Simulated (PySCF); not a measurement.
Coordinates in bohr (charge 0 multiplicity 3):
```
Te   -0.0554    0.0000   -3.0109
Sn    2.7730    0.0000    1.5805
Sn   -2.7130    0.0000    1.6815
```

Method: UB3LYP in PySCF with Te def2-SVP with ECP28, Sn def2-SVP with ECP28; scalar-relativistic core potentials, no spin–orbit coupling; density-fitted integrals.

This geometry of Sn₂Te is a stationary point at this level.

**Question.** What is the point group?

**Answer.** C2v.

**Question.** Is it a minimum?

**Answer.** Yes: all harmonic wavenumbers are real, though the softest, 59 cm⁻¹, leaves little margin.

**Question.** Which band is strongest in the infrared?

**Answer.** 198 cm⁻¹ (a1), 7 km/mol.

**Question.** What are the dipole moment and the gap between the highest occupied and lowest empty levels of either spin?

**Answer.** 2.00 D and 0.51 eV.

**Question.** Give the atomic charges and bond orders.

**Answer.** 
| atom | Mulliken | Löwdin | polar tensor | spin (Mulliken) | Mayer order to Te1 |
| --- | --- | --- | --- | --- | --- |
| Te1 | -0.29 | -0.12 | -0.25 | 0.34 | – |
| Sn2,3 | 0.15 | 0.06 | 0.13 | 0.83 | 1.11 |
Other Mayer orders above 0.3: Sn–Sn 1.17.

This need not be the most stable arrangement of these atoms. At this level a singlet minimum of C2v symmetry lies 66 kJ/mol below this structure. Spin–orbit coupling, left out here, can matter for elements this heavy.
